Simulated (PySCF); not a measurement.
# Bonding in Si(OAc)2H2

Compound: Si(OAc)2H2, C₄H₈O₄Si.
Structure used (PBE0-D3(BJ)/def2-SVP), in Å, numbered top down from 1:
```xyz
17
C4H8O4Si angstrom
Si    -0.704    0.008   -0.494
O     -0.515   -0.016    1.212
C     -1.678   -0.048    1.867
C     -1.530   -0.079    3.355
O     -2.726   -0.051    1.263
H     -2.516   -0.125    3.829
H     -0.987    0.818    3.688
H     -0.923   -0.949    3.647
O      0.968    0.030   -0.881
C      1.207    0.050   -2.195
C      2.661    0.070   -2.542
O      0.294    0.052   -2.988
H      2.786    0.076   -3.630
H      3.155   -0.810   -2.104
H      3.132    0.958   -2.097
H     -1.340    1.271   -0.916
H     -1.313   -1.256   -0.954
```

Bond orders from the PBE0/pcSseg-1 density (PySCF). One conformer (not necessarily the lowest) at the PBE0-D3(BJ)/def2-SVP geometry, without solvent, vibrations or thermal averaging.

(1) Give the Mayer order of every bond, beside its length.

Answers

(1) 
| bond | length (Å) | Mayer order |
| --- | --- | --- |
| Si1–O2 | 1.716 | 0.821 |
| Si1–O9 | 1.716 | 0.821 |
| Si1–H16 | 1.476 | 0.931 |
| Si1–H17 | 1.476 | 0.931 |
| O2–C3 | 1.336 | 1.091 |
| C3–C4 | 1.495 | 1.001 |
| C3–O5 | 1.210 | 1.899 |
| C4–H6 | 1.095 | 0.958 |
| C4–H7 | 1.100 | 0.942 |
| C4–H8 | 1.100 | 0.943 |
| O9–C10 | 1.336 | 1.090 |
| C10–C11 | 1.495 | 1.001 |
| C10–O12 | 1.209 | 1.900 |
| C11–H13 | 1.095 | 0.958 |
| C11–H14 | 1.100 | 0.943 |
| C11–H15 | 1.100 | 0.943 |

By pair of heavy elements: O–Si: all 2 within 0.02 of one another (0.821 to 0.821). C–O: lowest O9–C10 and O2–C3 (1.090, 1.336 Å), highest C10–O12 and C3–O5 (1.900, 1.209 Å). C–C: all 2 within 0.02 of one another (1.001 to 1.001). Bonds named together lie within 0.004.

Q: Sum the orders of all bonds at each heavy atom with more than one neighbour.

A: Si1 3.504, O2 1.912, C3 3.991, C4 3.844, O9 1.911, C10 3.991, C11 3.845. Orders between atoms that aren't bonded are not in these sums.

For a closed shell the Mayer order of atoms A and B is Σ (PS)μν (PS)νμ over the basis functions μ on A and ν on B, with P the density and S the overlap matrix.

The run behind these numbers computed NMR shieldings as well. On an Arm Neoverse V2 with one thread, no GPU, on a shared host, this took 38 s of wall time (with the writing of density and orbital grids) and 1.1 GiB of memory at its peak.
